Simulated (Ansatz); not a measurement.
Molecular dynamics of C3H6BClO

Input file:

```yaml
crystal:
  periodic: [false, false, false]
  atoms:
    - { symbol: C, position_ang: [-1.64891, 1.212253, 1.597601] }
    - { symbol: C, position_ang: [-0.43941, 0.812759, 1.17702] }
    - { symbol: Cl, position_ang: [1.003228, 1.304281, 2.150377] }
    - { symbol: B, position_ang: [-0.179634, -0.047371, -0.096349] }
    - { symbol: O, position_ang: [1.095207, -0.375342, -0.378519] }
    - { symbol: C, position_ang: [1.35462, -1.179453, -1.569195] }
    - { symbol: H, position_ang: [-2.53941, 0.928688, 1.026229] }
    - { symbol: H, position_ang: [-1.80494, 1.82061, 2.494742] }
    - { symbol: H, position_ang: [-1.092225, -0.377032, -0.759917] }
    - { symbol: H, position_ang: [0.431709, -1.418394, -2.128419] }
    - { symbol: H, position_ang: [1.848946, -2.118467, -1.256456] }
    - { symbol: H, position_ang: [2.047619, -0.617733, -2.223112] }
magnetization:
  spin_polarized: true
basis:
  gaussian: { orbitals: STO-3G }
hamiltonian:
  xc: pbe0
  dispersion: d4
md:
  timestep: 0.5
  n_steps: 250
  ensemble: nvt_langevin
  temperature: 2000.0
  initial_velocities: maxwell_boltzmann
  seed: 973547
  friction: 0.005
```

Command:

```bash
$ ansatz run input.yaml --threads 1 --pin off --max-ram 2048MiB --backend cpu --events-out ev --progress --plain --runs-dir out
```

It starts from a relaxed structure.

Output, in part (step lines, the closing report, with atoms numbered from 0):

```
md step     0: t =     0.00 fs  T =  1833.3 K  F+E_penalty+E_count = -18234.17235387 eV  E_kin = 2.843720 eV  (27 SCF iters)
[... lines left out ...]
Total energy: -18232.40558201 eV, -670.0285467704 hartree
Atom 0 at    -1.530548     0.433970     2.211120 Å, force     1.666810     2.787512    -5.825694 eV/Å
Atom 1 at    -0.382601     0.949175     1.611947 Å, force    -3.334176    -1.619740     0.592199 eV/Å
Atom 2 at     0.961130     1.279690     2.682168 Å, force     1.740592     0.086143     0.807169 eV/Å
Atom 3 at    -0.159354     0.806725     0.045830 Å, force     3.989655     1.172722     6.594379 eV/Å
Atom 4 at     1.175791     0.683449    -0.232744 Å, force    -2.698223     0.781834    -0.648111 eV/Å
Atom 5 at     1.138549     0.556623    -1.695627 Å, force     5.054100    -0.304539     0.828082 eV/Å
Atom 6 at    -2.374759     0.555568     1.514628 Å, force    -0.172961    -0.943355     0.237675 eV/Å
Atom 7 at    -1.718812    -0.050759     3.096793 Å, force    -0.180673    -0.810984     3.420145 eV/Å
Atom 8 at    -0.984274     0.598783    -0.581585 Å, force    -3.653880    -0.576186    -3.000413 eV/Å
Atom 9 at     0.310889    -0.031316    -2.001085 Å, force    -0.911121    -1.370096    -1.032477 eV/Å
Atom 10 at     2.187277     0.106993    -1.799845 Å, force    -1.632084     0.267744    -1.489756 eV/Å
Atom 11 at     1.085636     1.546952    -2.144688 Å, force     0.131962     0.528945    -0.483197 eV/Å
Dipole moment:    -0.258078    -0.158332    -0.595127 e Å
```

The steps, from the saved trajectory:

```tsv
time (fs)	T (K)	potential energy less start (eV)
0	1833	0.000
4	1169	0.994
8	987	1.478
12	1287	1.168
16	1170	0.882
20	1183	0.838
24	1101	1.107
28	975	1.276
32	903	1.310
36	1103	1.142
40	1118	1.339
44	1562	0.985
48	1514	1.013
52	1294	1.539
56	1416	1.418
60	1261	1.742
64	1285	1.606
68	1678	1.129
72	1435	1.493
76	1711	1.226
80	1507	1.463
84	1585	1.589
88	1734	1.439
92	1358	2.167
96	1496	1.725
100	1330	1.554
104	1904	0.820
108	1969	0.944
112	1288	2.015
116	1900	1.276
120	1458	2.184
124	1759	1.732
```

All steps were run. The mean temperature of the second half is 21 % below the set value. A run of 0.12 ps of so small a system gives no equilibrium averages. Limits of this set-up: minimal basis.

The same pairs are bonded in the first frame and the last. Pairs count as bonded within 1.25 times the sum of covalent radii (0.12 Å more for H–H).

Last frame:

```xyz
12
Properties=species:S:1:pos:R:3
C -1.530 0.434 2.211
C -0.383 0.949 1.612
Cl 0.961 1.280 2.682
B -0.159 0.807 0.046
O 1.176 0.683 -0.233
C 1.139 0.557 -1.696
H -2.375 0.556 1.515
H -1.719 -0.051 3.097
H -0.984 0.599 -0.582
H 0.311 -0.031 -2.001
H 2.187 0.107 -1.800
H 1.086 1.547 -2.145
```

Run time: 8.5 min on 1 thread of Intel(R) Xeon(R) 6975P-C (Granite Rapids), on a shared host, peak memory 0.16 GiB.
